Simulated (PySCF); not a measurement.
**Polarisability and C₆ of Ir²⁺ (iridium, charge +2)**

[Xe] 4f14 5d7, high-spin 4F determinant. Computed with PySCF 2.14 in x2c-TZVPPall with one added diffuse shell each of s, p, d, f type (12s8p8d4f1g, 113 functions), with scalar relativity by spin-free X2C-1e. Coupled (time-dependent) response in atomic units; α is the mean over directions.

```
method  mean α (bohr³)  C₆ (like pair)  S(−4)
   UHF           9.517           60.83  21.91
```

S(−4) is the Cauchy moment in α(ω) = α(0) + S(−4) ω² + …

Spin-orbit coupling is absent.

α(iu) at UHF:

| u (hartree) | α(iu) (bohr³) |
| --- | --- |
| 0 | 9.517 |
| 0.0500 | 9.462 |
| 0.100 | 9.306 |
| 0.200 | 8.762 |
| 0.300 | 8.060 |
| 0.500 | 6.662 |
| 0.750 | 5.275 |
| 1.00 | 4.256 |
| 1.50 | 2.918 |
| 2.00 | 2.109 |
| 3.00 | 1.235 |
| 5.00 | 0.5639 |

A single London oscillator, α(iu) = α/(1 + u²/ω²), gives C₆ = (3/4) ω α². Matching the computed C₆ needs ω = 4 × 60.83 / (3 × 9.517²) = 0.895 hartree.

For an ion, C₆ is the dispersion term alone; charge-induced terms of lower order in 1/R come first.

Spin-orbit coupling, absent here, splits the open shell strongly.
